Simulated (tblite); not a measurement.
**Question.** Give a GFN2-xTB geometry of `[C]1(CC(=O)C=CC1)C#N` [radical]. (Doublet state.)

**Answer.** 
```
atom  x, y, z in Å
N1     3.2322   -0.0499    1.2776
C2     2.2308   -0.0635    0.6923
C3     1.0687   -0.0663   -0.0306
C4     0.4447    1.2083   -0.4838
C5    -1.0267    1.2159   -0.2087
C6    -1.7024    0.1498    0.2165
C7    -1.0761   -1.1593    0.4235
O8    -1.5730   -2.0633    1.0434
C9     0.2968   -1.3032   -0.2586
H10    0.9220    2.0702   -0.0093
H11    0.5783    1.3322   -1.5690
H12   -1.5281    2.1608   -0.3652
H13   -2.7543    0.2066    0.4551
H14    0.0790   -1.4395   -1.3254
H15    0.8038   -2.1908    0.1202
```

Any rigid rotation of these coordinates is as good. Atoms count from 1 in this order. The 6-membered ring C3–C4–C5–C6–C7–C9 has internal angles of 108.6° to 123.6° (sum 697°, against 720° for a flat polygon); it is puckered, 0.18 Å rms from its mean plane, widest ring torsion 57°. C6 (carbon bonded to 2 C and H) is planar (angles 122.9°, 121.5° and 115.6°, sum 360.0°, 0.01 Å off the plane of its three neighbours). C5 (carbon bonded to 2 C and H) is planar (angles 123.6°, 120.7° and 115.7°, sum 360.0°, 0.00 Å off the plane of its three neighbours). The C–C distances run from 1.332 Å (C5=C6, drawn double) to 1.540 Å (C7–C9, drawn single), a spread of 0.208 Å.

Bonds between heavy atoms (Å): N1≡C2 1.160, C2–C3 1.369, C3–C4 1.490, C4–C5 1.497, C5=C6 1.332, C6–C7 1.466, C7=O8 1.204, C7–C9 1.540, C3–C9 1.476.

Computed geometry: GFN2-xTB, gas phase. This method treats the open shell by occupation alone, without spin polarisation.

Point group: C1 (no symmetry element, even within 0.4 Å). Its GFN2-xTB frequencies are all real (lowest 48 cm⁻¹). Torsions: C2–C3–C4–C5 -134°, C3–C4–C5–C6 -8°, C5–C6–C7–O8 165°, C6–C7–C9–C3 43°.

Time: 0.41 s of wall time. Hardware: an Arm Neoverse V1 with one thread (shared host). That covers the optimisation of the geometry.

One conformer stands for the species.
